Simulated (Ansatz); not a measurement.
Cl3F3W, SMILES `[F][W]([F])([F])([Cl])([Cl])[Cl]`. Total charge 0; spin multiplicity 1. W: def2 effective core potential.

```xyz
7

F    -0.968   -1.020   -1.248
W    -0.016   -0.016   -0.020
F     1.513   -0.904   -0.533
F    -1.580    0.833    0.447
Cl    1.152    1.213    1.485
Cl   -0.435   -1.635    1.525
Cl    0.334    1.529   -1.655
```

Task: What are the harmonic wavenumbers in cm⁻¹ at PBE0-D4/def2-TZVP (Ansatz, finite differences of forces, unscaled)? (Estimate.)

Result: The calculation gave: 92, 104, 121, 181, 210, 216, 259, 259, 284, 364, 395, 405, 662, 701, 709.

Task: Is this a minimum?

Result: Yes, all 15 modes are real.

Task: Give the ideal-gas thermochemistry at 298.15 K and 1 bar (rigid rotor, harmonic oscillator; point group C2v, symmetry number 2).

Result: Zero-point energy 29.7 kJ/mol; H(298) − E = 56.8 kJ/mol; entropy 407.3 J/(mol·K), of which translation 181.8, rotation 119.8, vibration 105.7; G(298) − E = -64.7 kJ/mol. Modes under 100 cm⁻¹ are hindered rotations or soft bends, so the harmonic entropy is rough.

Task: And at 400, 500, 600, 800 and 1000 K?

Result: 
```tsv
T (K)	H − E (kJ/mol)	S (J/mol/K)	G − E (kJ/mol)
400	70.8	447.6	-108.3
500	85.2	479.7	-154.7
600	100.0	506.8	-204.1
800	130.4	550.4	-310.0
1000	161.2	584.8	-423.6
```
